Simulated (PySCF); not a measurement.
Work out the structure from these simulated measurements.

Elements present: B, C, H and P. Monoisotopic mass: 84.0300 u.

| Item | Value |
| --- | --- |
| Valence photoelectron | vertical ionisation energy: 8.87 eV [ΔSCF PBE0/def2-SVPD] |
| NMR, other nuclei | isotropic shieldings of nuclei other than C and H, by class: 29 (1 B), 464 (1 P) ppm [GIAO PBE0/pcSseg-1] |
| 1H NMR | chemical shifts (computed TMS as zero) by class: 7.50 (1 H), 3.42 (2 H), 2.37 (3 H) ppm [GIAO PBE0/pcSseg-1] |
| UV, first state | lowest singlet excitation: 3.67 eV (338 nm, f = 0.019) [TDDFT PBE0/def2-SVPD] |
| 13C NMR | chemical shifts (computed TMS as zero) by class: 155.9 (1 C), 96.1 (1 C), 8.2 (1 C) ppm [GIAO PBE0/pcSseg-1] |
| Rotational structure | rotational constants A, B, C: 18.014, 1.329, 1.256 GHz [PBE0-D3(BJ)/def2-SVP] |
| Polarisability | 85.7 au [PBE0/def2-SVPD] |
| Dipole | 2.16 D [PBE0/def2-SVPD] |
| Triplet | lowest triplet excitation (Tamm–Dancoff): 3.06 eV [TDA PBE0/def2-SVPD] |

Gas-phase values; electronic properties from PySCF, density fitting. Levels stand in brackets. Geometry: PBE0-D3(BJ)/def2-SVP, one conformer, isolated molecule. Each NMR value is the plain mean over a class of atoms that symmetry, rotation or inversion makes alike.

Question: Which formula fits the mass and the elements?

Answer: C3H6BP (calculated 84.0300). No other formula that holds each of these elements comes within 0.0003 u with a fitting electron parity and a possible valence count.

Question: What is the compound? Reason from the data.

Answer: Numbering: `[CH3:1][C:2]#[C:3][BH:4][PH2:5]`. 3 carbons fall into 3 classes; from least to most shielded: alkyne carbon [C2] (155.9 ppm), alkyne carbon [C3] (96.1 ppm), propargylic carbon [C1] (8.2 ppm). Hydrogen classes from least to most shielded: 1 H on a three-coordinate boron, B4 (7.50 ppm), 2 H on a three-coordinate phosphorus, P5 (3.42 ppm), 3 H on a propargylic carbon, C1 (2.37 ppm). The other shieldings belong to: 29 ppm, three-coordinate boron [B4]; 464 ppm, three-coordinate phosphorus [P5]. S1 is mainly HOMO→LUMO (weight 0.73); the largest Löwdin shares of the orbital it empties are 0.42 on the three-coordinate phosphorus, 0.16 on an alkyne carbon, 0.14 on an alkyne carbon and 0.12 on the three-coordinate boron, of the orbital it fills 0.37 on the three-coordinate boron, 0.16 on each of 2 atoms of one kind (alkyne carbon) and 0.15 on the three-coordinate phosphorus. By its constants the optimised geometry is an asymmetric top. Structure: `CC#CBP`. The assignments are read from this structure; whether some other isomer fits the data as well wasn't checked.

The values belong to the conformer `[CH3:1][C:2]#[C:3][BH:4][PH2:5]`: H–P5–B4–C3 41°, H–P5–B4–C3 143°.
